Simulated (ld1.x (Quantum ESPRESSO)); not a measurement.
## Reading a pseudo-wave (Rb)

Columns: radius, all-electron u(r) and pseudo u(r) of the 5s shell (level -2.23 eV) of rubidium in the configuration [Ar] 3d10 4s2 4p6 5s1 5p0; PBE, scalar-relativistic, PAW scheme, ld1.x (Quantum ESPRESSO) 7.5.

```json
{"r (bohr)": "0.155", "all-electron": "-0.0580", "pseudo": "-0.1040"}
{"r (bohr)": "0.310", "all-electron": "0.0975", "pseudo": "-0.1969"}
{"r (bohr)": "0.465", "all-electron": "0.0928", "pseudo": "-0.2693"}
{"r (bohr)": "0.620", "all-electron": "-0.0117", "pseudo": "-0.3148"}
{"r (bohr)": "0.775", "all-electron": "-0.1151", "pseudo": "-0.3311"}
{"r (bohr)": "0.930", "all-electron": "-0.1793", "pseudo": "-0.3196"}
{"r (bohr)": "1.085", "all-electron": "-0.2006", "pseudo": "-0.2847"}
{"r (bohr)": "1.240", "all-electron": "-0.1869", "pseudo": "-0.2327"}
{"r (bohr)": "1.395", "all-electron": "-0.1486", "pseudo": "-0.1704"}
{"r (bohr)": "1.550", "all-electron": "-0.0952", "pseudo": "-0.1034"}
{"r (bohr)": "1.705", "all-electron": "-0.0341", "pseudo": "-0.0361"}
{"r (bohr)": "1.860", "all-electron": "0.0292", "pseudo": "0.0292"}
{"r (bohr)": "2.015", "all-electron": "0.0912", "pseudo": "0.0913"}
{"r (bohr)": "2.170", "all-electron": "0.1496", "pseudo": "0.1496"}
{"r (bohr)": "2.325", "all-electron": "0.2031", "pseudo": "0.2031"}
{"r (bohr)": "2.480", "all-electron": "0.2513", "pseudo": "0.2513"}
{"r (bohr)": "2.635", "all-electron": "0.2938", "pseudo": "0.2938"}
{"r (bohr)": "2.790", "all-electron": "0.3309", "pseudo": "0.3309"}
{"r (bohr)": "2.945", "all-electron": "0.3627", "pseudo": "0.3627"}
{"r (bohr)": "3.100", "all-electron": "0.3897", "pseudo": "0.3897"}
{"r (bohr)": "3.255", "all-electron": "0.4121", "pseudo": "0.4121"}
{"r (bohr)": "3.410", "all-electron": "0.4303", "pseudo": "0.4303"}
{"r (bohr)": "3.565", "all-electron": "0.4448", "pseudo": "0.4448"}
{"r (bohr)": "3.720", "all-electron": "0.4561", "pseudo": "0.4561"}
{"r (bohr)": "3.875", "all-electron": "0.4643", "pseudo": "0.4643"}
{"r (bohr)": "4.030", "all-electron": "0.4700", "pseudo": "0.4700"}
```

Q: How many radial nodes do the two functions have?

A: The all-electron 5s function has n − l − 1 = 4 (the table is too coarse to show those close to the nucleus); the pseudo-wave has 1, since 1 lower shell of the same l stays in the valence.

Q: At about which radius was the pseudo-wave matched?

A: 2.20 bohr. The columns agree to 0.0005 from 1.86 bohr on; several derivatives are matched, so the curves merge somewhat inside the radius.

Q: Is the pseudo-wave norm-conserving?

A: No, it belongs to a PAW set: the norm inside the radius is not constrained, and the difference is carried by the augmentation charge.
